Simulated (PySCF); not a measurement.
Ligands exchanged one at a time, Ga Br-SH. Gas-phase values, no solvent. One relaxed conformer stands for each flexible species; it need not be the lowest. Strings in code marks are SMILES.

The S1 excitation (TDA) from two functionals at the same geometries (B3LYP-D3(BJ)/def2-TZVP), both in PySCF: PBE-D3(BJ)/def2-TZVP and B3LYP-D3(BJ)/def2-TZVP. B3LYP has the VWN-RPA correlation part, as in Gaussian. Excitations are Tamm–Dancoff values on a coarser integration grid. The basis has no diffuse functions, so Rydberg states are missing or too high.

| species | PBE-D3(BJ)/def2-TZVP (eV) | B3LYP-D3(BJ)/def2-TZVP (eV) |
|---|---|---|
| 0 of 3 Br replaced by SH | 4.33 | 4.75 |
| 1 of 3 Br replaced by SH (`[SH][Ga]([Br])[Br]` (H–S–Ga–Br torsion 180°)) | 4.32 | 4.68 |
| 2 of 3 Br replaced by SH (`[SH][Ga]([SH])[Br]` (H–S–Ga–Br torsion 180°, Br–Ga–S–H torsion 180°)) | 4.44 | 4.80 |
| 3 of 3 Br replaced by SH | 4.55 | 4.96 |

Over these rows, drawn at random from the members with no instability flagged (it was tested for open shells, ions and some series alone), PBE minus B3LYP-D3(BJ): mean -0.39 eV, from -0.42 eV to -0.36 eV.
